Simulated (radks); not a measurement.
Effect of the nuclear size on the thulium ion Tm3+, [Xe] 4f12. Calculated with a radial shooting solver on a logarithmic mesh with Libxc functionals: Dirac Kohn-Sham, BLYP, spin-unpolarised, spherical densities, finite nucleus; open shells fill j = l - 1/2 first; Fermi nuclear charge, rms radius 5.2256 fm. The rms radius is varied about that value; shifts are against it.

rms radius (fm)  total energy shift (eV)  density at nucleus (e/bohr^3)  1s1/2 shift (meV)  2s1/2 shift (meV)  4p1/2 shift (meV)  5s1/2 shift (meV)  5p1/2 shift (meV)  4f7/2 shift (meV)  6s1/2 (empty) shift (meV)
4.3216                             -11.2                      1.006e+06              -4570               -616              0.115              -5.23              0.139              0.626                     -0.858
4.7292                             -6.33                      9.788e+05              -2590               -348              0.065              -2.96              0.078              0.354                     -0.485
5.2256                                 0                        9.5e+05              0.000              0.000              0.000              0.000              0.000              0.000                      0.000
5.513                               3.86                      9.349e+05               1580                213             -0.039               1.81             -0.048             -0.216                      0.296
6.1453                              12.9                       9.05e+05               5260                709             -0.127               6.02             -0.159             -0.721                      0.987

Slopes of the eigenvalues against <r^2> in GHz/fm^2, as finite differences over the two radii next to the reference (eigenvalue slopes, not the field-shift constants of lines): 1s1/2 125000, 2s1/2 16900, 4p1/2 -3.11, 5s1/2 144, 5p1/2 -3.79, 4f7/2 -17.2, 6s1/2 (empty) 23.5.
